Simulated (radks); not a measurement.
The numbers below are computed, except where a source is named.
Eu2.5+, 60.5 electrons, occupied as [Xe] 4f5 5d1.5 (fractional occupations, a model configuration).

Level of theory: Dirac Kohn-Sham, LDA (Slater exchange, Perdew-Wang correlation), spin-unpolarised, spherical densities, finite nucleus; open shells are shared between the two j in proportion to 2j + 1; Fermi nuclear charge, rms radius 5.1115 fm (a radial shooting solver on a logarithmic mesh with Libxc functionals).

Energy parts (hartree):
total: -10842.4751
kinetic: 11785.3299
electron-nucleus: -26540.2672
Hartree: 4146.9068
exchange-correlation: -234.4445

Orbitals (lengths in bohr, moments of r in powers of bohr; r(max) is where P^2 peaks):
orbital,occ.,eigenvalue (hartree),<1/r>,r(max)
1s1/2,2,-1774.998,70.16,0.01421
2s1/2,2,-292.4458,16.71,0.08079
2p1/2,2,-277.6362,16.69,0.06108
2p3/2,4,-253.8547,14.82,0.06682
3s1/2,2,-65.38561,6.078,0.2294
3p1/2,2,-58.96982,5.997,0.2164
3p3/2,4,-54.12612,5.522,0.2286
3d3/2,4,-42.96970,5.400,0.1817
3d5/2,6,-41.91527,5.282,0.1852
4s1/2,2,-13.98191,2.549,0.5272
4p1/2,2,-11.49881,2.446,0.5318
4p3/2,4,-10.41228,2.284,0.5578
4d3/2,4,-6.30791,2.071,0.5663
4d5/2,6,-6.11094,2.032,0.5747
5s1/2,2,-2.61666,1.007,1.205
5p1/2,2,-1.90570,0.8993,1.305
5p3/2,4,-1.74045,0.8424,1.376
4f5/2,2.14286,-1.28565,1.547,0.5736
4f7/2,2.85714,-1.25869,1.532,0.5781
5d3/2,0.6,-0.80496,0.5993,1.780
5d5/2,0.9,-0.78868,0.5878,1.813

The highest occupied level is 5d5/2 at -21.461 eV. Summed over all electrons, <r^2> = 41.64 bohr^2, which gives a Langevin (diamagnetic) susceptibility term of -33 x 10^-6 cm^3/mol. The electron density at the nucleus is 5.769e+05 e/bohr^3.
